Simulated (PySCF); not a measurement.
Electron correlation in Ge (germanium, neutral)

[Ar] 3d10 4s2 4p2, high-spin 3P determinant. All numbers are calculated (PySCF 2.14, the spin-free X2C one-electron Hamiltonian (Gaussian nucleus), in aug-cc-pVDZ-DK). Frozen: [Ar] 3d10; 4 electrons correlated.

MP2 pair energies summed by pair of shells (mhartree):

| pair | energy | share (%) |
| --- | --- | --- |
| 4s-4p | -23.77 | 58.1 |
| 4s-4s | -12.99 | 31.7 |
| 4p-4p | -4.18 | 10.2 |

Total MP2 correlation energy: -40.95 mhartree.

Same-spin part -7.34 and opposite-spin part -33.61 mhartree; SCS-MP2 scales them by 1/3 and 6/5 to -42.77 mhartree.

| level | correlation energy (mhartree) |
| --- | --- |
| CCSD | -57.00 |
| (T) | -0.90 |
| CCSD(T) | -57.90 |

Diagnostics: T1 = 0.0085, D1 = 0.0236, largest double amplitude 0.069.

Question: Is a single reference adequate?

Answer: Yes, within this model without spin-orbit coupling: T1 lies below 0.03 and no double amplitude reaches 0.07.
